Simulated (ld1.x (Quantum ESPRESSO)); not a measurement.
# Reading a pseudo-wave (Re)

Columns: radius, all-electron u(r) and pseudo u(r) of the 5d shell (level -5.39 eV) of rhenium in the configuration [Xe] 4f14 5d5 6s2 6p0; Wu–Cohen, scalar-relativistic, TM scheme, ld1.x (Quantum ESPRESSO) 7.5.

```tsv
r (bohr)	all-electron	pseudo
0.190	0.0613	0.0102
0.380	-0.3484	0.0738
0.570	-0.0963	0.2119
0.760	0.2838	0.3993
0.950	0.5592	0.5813
1.140	0.7101	0.7095
1.330	0.7685	0.7676
1.520	0.7689	0.7688
1.710	0.7362	0.7362
1.900	0.6868	0.6868
2.090	0.6305	0.6305
2.280	0.5728	0.5728
2.470	0.5167	0.5167
2.660	0.4639	0.4639
2.850	0.4150	0.4150
3.040	0.3703	0.3703
3.230	0.3296	0.3296
3.420	0.2928	0.2928
3.610	0.2596	0.2596
3.800	0.2297	0.2297
3.990	0.2030	0.2030
4.180	0.1791	0.1791
4.370	0.1580	0.1580
4.560	0.1393	0.1393
4.750	0.1228	0.1228
4.940	0.1083	0.1083
```

How many radial nodes do the two functions have?

The all-electron 5d function has n − l − 1 = 2; the pseudo-wave has 0, since the states of the same l below it are removed with the core.

At about which radius was the pseudo-wave matched?

1.70 bohr, where the columns begin to agree (steps of 0.19 bohr).

Is the pseudo-wave norm-conserving?

Yes: the TM scheme keeps the norm inside the radius equal to the all-electron one, which fixes the energy derivative of the logarithmic derivative at the level.
